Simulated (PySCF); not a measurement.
Fractional electron number in Cr²⁺ (chromium, charge +2)

The 3d alpha orbital of [Ar] 3d4 is emptied in steps (occupation f), with all orbitals relaxed, ending at [Ar] 3d3. Computed with PySCF 2.14 in def2-TZVPPD (6s6p4d2f1g, 67 functions), with no relativity, point nucleus. The exact energy is a straight line in f; departures are measured from the line between the end points of the same method.

Among PBE0, r2SCAN, LC-wPBE, which shows the largest delocalisation error (convex curve), and which is closest to linear?

Most convex: r2SCAN (-1.842 eV at f = 0.5); closest to linear: LC-wPBE (-0.702 eV).

```csv
f,PBE0 (eV),r2SCAN (eV),LC-wPBE (eV)
1,0.000,0.000,0.000
0.75,-1.022,-1.376,-0.517
0.5,-1.374,-1.842,-0.702
0.25,-1.038,-1.385,-0.535
0,0.000,0.000,0.000
```

| method | E(f=0) − E(f=1) (eV) | −ε at f=1 (eV) | −ε at f=0.5 (eV) |
| --- | --- | --- | --- |
| PBE0 | 31.472 | 26.069 | 31.432 |
| r2SCAN | 31.244 | 23.953 | 31.219 |
| LC-wPBE | 31.583 | 28.882 | 31.535 |

Reference removal energy between the ground levels: 30.959 ± 0.025 eV (measured; NIST Atomic Spectra Database, ionization energies). The calculation has no spin-orbit coupling. The determinant left behind need not be the lowest term of the ion.
